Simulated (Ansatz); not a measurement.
Consider the ligand exchange at the Si–C bond: `FC[SiH2]NP` + H–F → `F[SiH2]NP` + `CF`.

Isolated molecules relaxed with PBE0-D4/def2-TZVP in Ansatz; ΔE leaves out vibrations. CBS: MP2 limit from def2 TZ/QZ plus the TZ coupled-cluster correction, frozen cores. This one scheme is used for every species. DFT in def2-TZVPP. HSE06 is defined as in plane-wave codes. Each species was taken in one conformer, which may not be the lowest.

```tsv
level	ΔE (kJ/mol)	difference from CCSD(T)/CBS
BLYP-D4	-167.4	1.3
B97M-V	-177.3	-8.6
r2SCAN0-D4	-171.9	-3.2
HSE06-D4	-160.4	8.3
ωB97M-V	-169.7	-1.0
PBE	-161.6	7.1
BLYP	-176.9	-8.2
r2SCAN	-173.2	-4.5
PBE0	-165.0	3.7
HSE06	-164.7	4.0
LC-ωPBE	-168.1	0.6
HF/def2-SVP	-184.5	-15.8
MP2/def2-SVP	-171.8	-3.1
CCSD(T)/def2-SVP	-169.6	-0.9
SCS-MP2/def2-TZVPP	-176.4	-7.7
CCSD(T)/def2-TZVPP	-170.0	-1.3
CCSD(T)/CBS	-168.7	0
```

Largest T1 diagnostic among the species: 0.012.

From PBE to PBE0 (25 % exact exchange), in def2-TZVPP and without D4, ΔE moves by −3.4 kJ/mol. In def2-TZVPP, CCSD(T) changes the Hartree–Fock value by +24.7 kJ/mol (the triples alone add +3.2 kJ/mol) and MP2 by +23.3 kJ/mol. The D4 term adds +7.6 kJ/mol with B3LYP and +4.4 kJ/mol with PBE0; it sums over pairs of atoms, weighted by their polarisabilities, and B3LYP, whose exchange is more repulsive, gets the larger term.

CCSD(T)/CBS has its own doubt, a few kJ/mol and more with outer-core shells, so smaller differences from it don't rank the levels.

B3LYP here is the variant with VWN-RPA as its local correlation; programs differ in this.
